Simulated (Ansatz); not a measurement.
Stepwise reaction of `[NH]=[W](=[NH])([F])[F]` with ammonia, as a gas-phase model of exchange steps in deposition or etching. ΔE in kJ/mol; ΔG adds harmonic PBE0-D4 terms to CCSD(T)/CBS, at 1 bar.

Isolated molecules relaxed with PBE0-D4/def2-TZVP in Ansatz; ΔE leaves out vibrations. CCSD(T)/CBS is the MP2 limit (def2-TZVPP, def2-QZVPP) plus CCSD(T) − MP2 in def2-TZVPP, frozen cores. This one scheme is used for every species. Functionals use def2-TZVPP. B3LYP here is the variant with VWN-RPA as its local correlation; programs differ in this. Elements past krypton have def2 core potentials. For W outer-core shells are correlated without core-valence functions, which leaves a few kJ/mol of doubt a bond. Each species was taken in one conformer, which may not be the lowest.

```tsv
step	reaction	PBE-D4	B3LYP-D4	ωB97M-V	CCSD(T)/CBS	ΔG(600 K)
2	`[NH]=[W](=[NH])([NH2])[F]` + NH₃ → `[NH]=[W](=[NH])([NH2])[NH2]` + H–F	70.8	70.8	70.8	58.2	57.4
```

Q: Give the row of step 1, `[NH]=[W](=[NH])([F])[F]` + NH₃ → `[NH]=[W](=[NH])([NH2])[F]` + H–F. (An estimate is asked.)

A: Computed: 
| step | reaction | PBE-D4 | B3LYP-D4 | ωB97M-V | CCSD(T)/CBS | ΔG(600 K) |
| --- | --- | --- | --- | --- | --- | --- |
| 1 | `[NH]=[W](=[NH])([F])[F]` + NH₃ → `[NH]=[W](=[NH])([NH2])[F]` + H–F | 50.2 | 49.8 | 49.7 | 37.2 | 34.6 |

Q: By hand: ΔE of the 2 steps together at CCSD(T)/CBS.

A: (37.2) + (58.2) = 95.4 kJ/mol, or 47.7 kJ/mol a step.

In ΔE each step is higher than the one before. All are uphill at CCSD(T)/CBS. ΔG lies between 34.6 and 57.4 kJ/mol a step. PBE-D4 differs from CCSD(T)/CBS by 12.6 to 13.0 kJ/mol a step. Isolated molecules leave out the surface, adducts and barriers. Largest T1 diagnostic: 0.020.
